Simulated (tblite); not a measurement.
Species: C4H10Ge2O.
Atom-mapped SMILES: `[O:1]=[CH:2]/[CH:3]=[CH:4]/[GeH2:5][CH2:6][GeH3:7]` (hydrogens: H8 on C2; H9 on C3; H10 on C4; H11, H12 on Ge5; H13, H14 on C6; H15, H16, H17 on Ge7)

Computed with GFN2-xTB (tblite), gas phase: L-BFGS steps from a force-field or distance-geometry start until the largest atomic force falls under 0.01 eV/Å.

Geometry at step 5:
```
atom  x, y, z in Å
O1      3.7580    0.6462    2.0022
C2      3.2454    0.7306    0.9170
C3      2.0303    0.0002    0.5520
C4      1.4217    0.0563   -0.6355
Ge5    -0.1853   -1.0037   -1.0130
C6     -1.5740   -0.7300    0.3664
Ge7    -2.7942    0.7716   -0.0268
H8      3.6817    1.3831    0.1308
H9      1.6372   -0.6248    1.3460
H10     1.8522    0.6931   -1.3988
H11     0.1962   -2.4500   -0.9754
H12    -0.6733   -0.6588   -2.3875
H13    -2.1468   -1.6560    0.4032
H14    -1.1191   -0.5956    1.3500
H15    -2.1390    1.7263   -0.9770
H16    -4.0694    0.2313   -0.5932
H17    -3.1284    1.4922    1.2285
```

Problem. What forces act on the atoms?

Solution. 
| atom | Fx (eV/Å) | Fy (eV/Å) | Fz (eV/Å) |
| --- | --- | --- | --- |
| O1 | 0.180 | 0.054 | 0.155 |
| C2 | -0.135 | -0.014 | -0.085 |
| C3 | -0.039 | 0.013 | -0.112 |
| C4 | 0.113 | 0.005 | 0.121 |
| Ge5 | 0.069 | 0.214 | 0.201 |
| C6 | -0.035 | -0.023 | -0.048 |
| Ge7 | 0.188 | -0.224 | -0.013 |
| H8 | -0.133 | -0.094 | -0.025 |
| H9 | -0.009 | -0.006 | -0.006 |
| H10 | -0.050 | -0.005 | -0.027 |
| H11 | 0.076 | -0.147 | -0.101 |
| H12 | -0.015 | -0.033 | -0.058 |
| H13 | -0.082 | 0.021 | 0.109 |
| H14 | 0.036 | -0.018 | -0.138 |
| H15 | -0.157 | 0.001 | 0.016 |
| H16 | 0.048 | 0.120 | -0.092 |
| H17 | -0.056 | 0.135 | 0.104 |

The largest, 0.30 eV/Å, acts on Ge5 (Ge7 within 3 % of it); the rms over all components is 0.099 eV/Å. The forces sum to zero within rounding, as they must for an isolated molecule in no field.

Problem. Give the force on Ge5 in Eh/bohr and in nN.

Solution. 0.302 eV/Å ÷ 51.422 = 0.00587 Eh/bohr, and 0.302 eV/Å × 1.602 = 0.48 nN.

Problem. How far is this geometry from the end of the optimisation?

Solution. 0.126 eV above it, and 0.978 Å rms away after alignment. The bonds farthest from their final lengths, with half the difference of the two atoms' forces along the bond (positive lengthens):

```csv
bond,now (Å),final (Å),force along bond (eV/Å)
C4–Ge5,1.962,1.949,-0.05
Ge7–H17,1.486,1.497,+0.16
Ge5–H11,1.496,1.506,+0.17
C6–Ge7,1.974,1.966,-0.15
Ge5–H12,1.499,1.504,+0.10
Ge7–H15,1.498,1.495,-0.01
```

The angle farthest from its final value is C6–Ge5–H11, 107.2° against 111.3°.

Of the 3 listed bonds off by 0.010 Å or more, this force points towards the final length in 3.

What follows is the cost of the whole relaxation. Hardware: an Arm Neoverse V2 with one thread, no GPU, shared host. Cost: 1.3 s of wall time.
